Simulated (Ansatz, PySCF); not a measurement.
Spin states of F3Ta (SMILES [F][Ta]([F])[F]), each relaxed with B3LYP-D3(BJ)/def2-TZVP.
State 1 (charge 0, multiplicity 1):
```
atom    x (Å)    y (Å)    z (Å)
----  -------  -------  -------
Ta    -0.0145   0.0166  -0.0139
F      1.7638  -0.3584  -0.3459
F     -0.7690  -0.4441   1.6082
F     -1.0383   0.8528  -1.3044
```
State 2 (charge 0, multiplicity 3):
```
atom    x (Å)    y (Å)    z (Å)
----  -------  -------  -------
Ta     0.0702  -0.0541   0.0928
F      1.8231  -0.3054  -0.5345
F     -0.9686  -0.3998   1.6195
F     -0.9827   0.8262  -1.2338
```

Singlets are restricted, other states unrestricted; no spin–orbit coupling, no relativity up to Kr; see below for the cores. The largest T1 diagnostic is 0.023.

Codes used: Ansatz (Gaussian orbitals); PySCF for the dispersion terms. Values without a source in brackets are computed. In def2 rows elements past Kr take small-core potentials, without spin–orbit coupling.

| level | energy of the multiplicity-3 state less that of the multiplicity-1 state (kcal/mol) |
|---|---|
| SVWN5/def2-TZVPP | 16.96 |
| PBE-D3(BJ)/def2-TZVPP | 10.99 |
| PBE-D4/def2-TZVPP | 10.99 |
| BLYP-D3(BJ)/def2-TZVPP | 13.87 |
| r2SCANh/def2-TZVPP | 5.00 |
| PBE0-D3(BJ)/def2-TZVPP | 7.62 |
| CAM-B3LYP-D4/def2-TZVPP | 11.02 |
| wB97X-V/def2-TZVPP | [?] |
| wB97M-V/def2-TZVPP | [?] |

Task: Complete the blanks.

Result: 
- wB97X-V/def2-TZVPP, energy of the multiplicity-3 state less that of the multiplicity-1 state (kcal/mol): 13.25
- wB97M-V/def2-TZVPP, energy of the multiplicity-3 state less that of the multiplicity-1 state (kcal/mol): 12.89

Ansatz is a quantum-chemistry and plane-wave program.
